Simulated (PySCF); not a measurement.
Sn(H)(F)(NH2)2 (FH₅N₂Sn), SMILES [NH2][SnH]([NH2])[F]. Coordinates come from a PBE-D3(BJ)/def2-SVP optimisation. The def2 effective core potentials stand for the cores of Sn; spin–orbit coupling is left out. Other conformers were not sampled.

Computed equilibrium geometry at PBE-D3(BJ)/def2-SVP (PySCF confirms it by a frequency run) as a Z-matrix (one conformer of several):
```
Sn
F 1 1.9802
H 1 1.7212 2 106.27
N 1 2.0516 3 113.34 2 -117.77
H 4 1.0298 1 110.67 3 90.01
H 4 1.0300 5 106.45 1 -118.77
N 1 2.0526 3 112.07 2 121.22
H 7 1.0294 1 110.79 3 -41.19
H 7 1.0297 8 106.24 1 120.24
```
Charge 0, spin multiplicity 1.
